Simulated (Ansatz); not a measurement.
Breaking the C2–H3 bond in CH4OSn (SMILES [CH3][Sn][OH]) (multiplicity 1 held, fragments rigid). Energies count from the point at 1.093 Å.
Geometry at that point (charge 0, multiplicity 1):
```xyz
7

Sn     0.022    -0.064     0.389
C      0.419     1.607    -0.982
H     -0.202     2.469    -0.726
H      0.201     1.288    -2.001
H      1.464     1.921    -0.912
O     -0.538    -1.251    -1.130
H     -0.799    -2.137    -0.857
```

Signs of static correlation in def2-SVP, with CASSCF(2,2), from Ansatz (a quantum-chemistry and plane-wave program) runs.

```csv
R (Å),T1 of restricted CCSD,⟨S²⟩ of UHF,largest double amplitude of restricted CCSD,weight of the CASSCF reference in MRCISD,CASSCF natural occupations
0.874,0.019,0.000,0.065,0.887,1.99 0.01
0.984,0.019,0.000,0.065,0.886,1.99 0.01
1.093,0.019,0.000,0.065,0.886,1.98 0.02
1.202,0.019,0.000,0.065,0.886,1.98 0.02
1.312,0.019,0.000,0.065,0.886,1.97 0.03
1.476,0.020,0.000,0.064,0.886,1.95 0.05
1.640,0.021,0.000,0.064,0.886,1.91 0.09
1.913,0.024,?,0.131,0.886,1.84 0.16
2.186,0.030,?,0.128,0.886,1.72 0.28
2.514,0.040,0.979,0.263,0.886,1.55 0.45
2.951,0.056,1.045,0.499,0.886,1.33 0.67
3.498,0.071,1.067,0.705,0.887,1.16 0.84
```

Q: What belongs in the gaps?

A: 
- 1.913, ⟨S²⟩ of UHF: 0.561
- 2.186, ⟨S²⟩ of UHF: 0.838

Doubts at one or more of the structures used: a restricted determinant that unrestricted orbitals would lower (R-CCSD(T)/def2-SVP); other coupled-cluster roots lie near (R-CCSD(T)/def2-SVP); T1 above 0.05 (R-CCSD(T)/def2-SVP, U-CCSD(T)/def2-SVP); a spin-contaminated determinant (U-CCSD(T)/def2-SVP).
